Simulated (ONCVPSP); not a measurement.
osmium ONCV: all-electron and pseudo phase curves

```json
{
  "Element": "Os (Z = 76)",
  "Generator": "ONCVPSP 4.0.1",
  "Type": "optimised norm-conserving Vanderbilt (ONCV)",
  "Functional": "PBEsol",
  "Relativity": "scalar-relativistic",
  "Frozen core": "[Kr] 4d10 4f14",
  "Valence charge": "16",
  "Reference configuration": "5s2 5p6 5d6 6s1 (charge +1)",
  "Partial waves": "5s+6s: rc 1.45 bohr, ncon 3, nbas 6, qcut 6.8 1/bohr, 2 projectors; 5p: rc 1.65 bohr, ncon 4, nbas 7, qcut 9.8 1/bohr, 3 projectors, debl 0.5 Ha; 5d: rc 2.05 bohr, ncon 3, nbas 7, qcut 9 1/bohr, 2 projectors, debl 3.5 Ha",
  "Local potential": "polynomial inside 1.25 bohr (lpopt 5, dvloc0 -1 Ha)",
  "Core correction": "polynomial model core, fcfact 0.42"
}
```

In the p channel the program set the typed energies aside and used -2.166, 0.250, 0.750 Ha.

The phase is arctan(r·R′/R) of the radial function R(r), unwrapped; energies in Ha, scanned from -5 to 5 Ha. A pole is an energy at which the radial function vanishes at the test radius. The pseudo phase is shifted by a multiple of π to meet the all-electron one at the reference energy, and phase errors are pseudo minus all-electron; the curves can meet again beyond the range given. Levels narrower than the energy grid can be missing from the lists of poles.

```csv
channel,radius (bohr),reference energy (Ha),"poles, all-electron","poles, pseudo",unbroken range about the reference energy with phases within 0.05 rad,phase error 1 Ha above the reference energy (rad)
s,1.47,-0.48,-2.71,-2.71,below 4.4,-0.000
p,1.68,-2.17,-1.41,-1.41,the whole range,+0.000
d,2.08,-0.52,0.14,0.14,the whole range,-0.000
```

Phases in the d channel:

```tsv
E (Ha)	all-electron	pseudo
-4.96	1.378	1.378
-4.72	1.371	1.371
-4.48	1.363	1.363
-4.24	1.355	1.355
-4.00	1.346	1.346
-3.76	1.335	1.335
-3.52	1.323	1.323
-3.28	1.309	1.309
-3.04	1.292	1.292
-2.80	1.271	1.271
-2.56	1.246	1.245
-2.32	1.212	1.212
-2.08	1.168	1.168
-1.84	1.105	1.105
-1.60	1.005	1.005
-1.36	0.828	0.828
-1.12	0.457	0.457
-0.88	-0.286	-0.286
-0.64	-0.961	-0.961
-0.40	-1.283	-1.283
-0.16	-1.447	-1.447
0.08	-1.548	-1.549
0.32	-1.624	-1.624
0.56	-1.689	-1.689
0.80	-1.752	-1.752
1.04	-1.823	-1.823
1.28	-1.913	-1.913
1.52	-2.040	-2.041
1.76	-2.248	-2.249
2.00	-2.626	-2.627
2.24	-3.237	-3.237
2.48	-3.796	-3.796
2.72	-4.115	-4.115
2.96	-4.290	-4.290
3.20	-4.397	-4.397
3.44	-4.468	-4.468
3.68	-4.519	-4.519
3.92	-4.558	-4.558
4.16	-4.589	-4.589
4.40	-4.614	-4.615
4.64	-4.636	-4.637
4.88	-4.655	-4.656
```
